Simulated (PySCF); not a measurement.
NMR data simulated for an unnamed compound:

$^{1}$H NMR (500 MHz, computed): δ 6.55 (br s, 1H), 6.07 (br s, 1H), 4.57 (q, 2H), 0.41 (t, 3H).

$^{13}$C{$^{1}$H} NMR (computed): δ 141.7 (C), 132.4 (CH2), 120.6 (C), 109.2 (C), 105.7 (C), -5.3 (CH3).

PySCF 2.14 calculation with σ from GIAO-PBE0/pcSseg-1 and GFN2-xTB structure; no solvent model, equivalent nuclei averaged, single conformer, relativity neglected.

δ = σ(ref) − σ, references computed at the same level: $^{1}$H (σ = 31.72 ppm) and $^{13}$C (σ = 186.93 ppm) vs TMS.

Question: Which of these does the molecule contain: a methoxy group, a non-aromatic C=C double bond, a ketone, a CF3 group, a C≡C triple bond, a Si–CH3 group?

Answer: 
- A methoxy group: no.
- A non-aromatic C=C double bond: yes.
- A ketone: no.
- A CF3 group: no.
- A C≡C triple bond: yes (δC 109.2, 105.7).
- A Si–CH3 group: yes (δC -5.3; δH 0.41 (t)).

The data belong to `C(C(=C)C#C[SiH2]C)(Cl)(Cl)Cl`, C$_{6}$H$_{7}$Cl$_{3}$Si; they needn't prove each group on their own.

Carbon signals by region: 5 in the sp2 and nitrile region (100–160 ppm), 1 below 50 ppm.

Carbons that carry Cl, above all several Cl atoms, come out too deshielded, partly because spin–orbit coupling is missing. Shifts are as computed. Against solution values, carbons near 30 ppm lie about +3 ppm off and those near 130 ppm about +5 ppm; carbons on Cl a further +6 ppm. Of 1309 compounds with measured shifts, 239 miss one by over three times the rms of a fit or turn the order of signals round; such compounds aren't used in these exercises. Multiplicities follow the n + 1 count of equivalent neighbours, as no J values were calculated; m marks all less simple cases, F and P coupling included.
